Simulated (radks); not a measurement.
Results of a calculation; reference values are marked as such.
Task: Orbital eigenvalues (eV) of neutral titanium, [Ar] 3d2 4s2, of relativity; Dirac values are averaged over j with weights 2j + 1. Spin-unpolarised spherical Kohn-Sham, PBE, point nucleus unless stated (finite: rms radius 3.5921 fm), a radial shooting solver on a logarithmic mesh with Libxc functionals. A level marked "c x" has the speed of light scaled by that factor and shares open shells by 2j + 1; other Dirac levels either fill j = l - 1/2 first or share by 2j + 1.

| shell | non-rel. |
|---|---|
| 1s | -4836.6 |
| 2s | -530.91 |
| 2p | -443.43 |
| 3s | -61.805 |
| 3p | -38.785 |
| 4s | -4.4233 |
| 3d | -4.4158 |

Give the values at the level "Dirac, c x 2".

Result: 
shell  Dirac, c x 2  change of magnitude (%)
1s          -4844.4                    +0.16
2s          -532.37                    +0.28
2p          -443.61                    +0.04
3s          -62.007                    +0.33
3p          -38.802                    +0.04
4s          -4.4339                    +0.24
3d          -4.3766                    -0.89
